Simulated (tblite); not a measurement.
Species: C7H11P3.
InChI=1S/C7H11P3/c1-7(2,3)6-9-4-8-5-10-6/h4-5H,1-3H3

All values are computed: GFN2-xTB (tblite) harmonic vibrations without scaling, gas phase. Errors from tens to a few hundred cm⁻¹ against measured bands are possible.

Harmonic wavenumbers (cm⁻¹): 25.1, 50.8, 140.9, 170.1, 188.3, 230.1, 240.6, 260.1, 299.9, 310.7, 330.0, 339.6, 372.4, 400.2, 430.0, 505.5, 534.3, 580.6, 727.1, 730.7, 748.8, 758.1, 840.4, 893.9, 957.1, 959.2, 961.8, 996.6, 1023.2, 1028.0, 1043.0, 1076.2, 1212.9, 1221.1, 1240.5, 1253.8, 1273.4, 1398.3, 1398.8, 1423.0, 1478.5, 1480.7, 1484.2, 1496.6, 1498.4, 1501.5, 2971.3, 2973.4, 3004.4, 3008.5, 3011.1, 3012.8, 3018.0, 3021.7, 3023.6, 3026.3, 3030.8.

A = 1582, B = 632.7, C = 501.1 MHz; mass 188.007 u (most abundant isotopes); point group C1, symmetry number 1.

Question: Zero-point energy?

Answer: Half the sum of the wavenumbers: 35308 cm⁻¹ = 100.95 kcal/mol.

Question: What is S at 298.15 K and 1 bar for an ideal gas of classical rigid rotors and harmonic oscillators?

Answer: Translation 41.63, rotation 30.84, vibration 36.03: S = 108.5 cal/(mol K).

Question: And Cp and H(298.15 K) − H(0)?

Answer: Cp = 46.08 cal/(mol K), of which vibrations give 38.13 (their classical limit is 57 R = 113.3); H(298.15 K) − H(0) = 8.07 kcal/mol without the zero-point energy, 5.70 from vibrations.

Question: Which modes carry the vibrational entropy at 298.15 K?

Answer: 25.1 cm⁻¹: 6.18; 50.8 cm⁻¹: 4.79; 140.9 cm⁻¹: 2.79; 170.1 cm⁻¹: 2.43; 188.3 cm⁻¹: 2.24; 230.1 cm⁻¹: 1.88 cal/(mol K); the other 51 give 15.71 together.

Question: What must be added to the electronic energy to get the Gibbs energy at 298.15 K and 1 bar?

Answer: ZPE + [H(298.15 K) − H(0)] − T·S = 100.95 + 8.07 − 32.35 = 76.67 kcal/mol.

Question: How do the functions run with temperature in this model?

Answer: 
```json
{"T (K)": "150", "S (cal/(mol K))": "83.7", "Cp (cal/(mol K))": "27.8", "H − H(0) (kcal/mol)": "2.57", "G − H(0) (kcal/mol)": "-9.99", "ln q(vib)": "3.78"}
{"T (K)": "250", "S (cal/(mol K))": "100.9", "Cp (cal/(mol K))": "40.4", "H − H(0) (kcal/mol)": "5.99", "G − H(0) (kcal/mol)": "-19.23", "ln q(vib)": "6.95"}
{"T (K)": "400", "S (cal/(mol K))": "123.6", "Cp (cal/(mol K))": "57.2", "H − H(0) (kcal/mol)": "13.34", "G − H(0) (kcal/mol)": "-36.11", "ln q(vib)": "11.78"}
{"T (K)": "600", "S (cal/(mol K))": "150.2", "Cp (cal/(mol K))": "73.7", "H − H(0) (kcal/mol)": "26.54", "G − H(0) (kcal/mol)": "-63.55", "ln q(vib)": "18.04"}
{"T (K)": "900", "S (cal/(mol K))": "183.2", "Cp (cal/(mol K))": "89.2", "H − H(0) (kcal/mol)": "51.17", "G − H(0) (kcal/mol)": "-113.74", "ln q(vib)": "26.71"}
```

q(vib) and H(0) count from the zero-point level.

Hindered rotation and anharmonicity are outside this model. The structure is chiral; the term R ln 2 for an equal mix with its mirror image is left out.

Hardware: one thread of an Arm Neoverse V1, shared host. Cost: 1.3 s wall. This covers the Hessian and the dipole derivatives.

Shape of the structure used: `[CH3:1][C:2]([CH3:3])([CH3:4])[c:5]1[p:6][cH:7][p:8][cH:9][p:10]1`: C1–C2–C5–P6 -8°.
